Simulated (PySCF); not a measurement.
Vertical excitations of a molecule C6H5F from TDDFT-CAM-B3LYP/def2-SVPD (PySCF), as energy in eV (oscillator strength): 5.26 (0.378), 5.30 (0.000), 5.97 (0.143), 6.24 (0.000), 6.43 (0.004), 6.55 (0.093), 7.08 (0.004), 7.32 (0.001), 7.36 (0.031), 7.54 (0.128). Lowest triplet (TDA): 2.85 eV. Geometry: PBE0-D3(BJ)/def2-SVP. One conformer was computed; it need not be the lowest.

### Question
Pick the molecule that these values belong to.
(A) C=C=C(F)C#CC
(B) C#CC(=C)/C=C\F
(C) C=C1C=CC(F)=C1
(D) C#CC[C@H](F)C#C

### Answer
B, C#CC(=C)/C=C\F
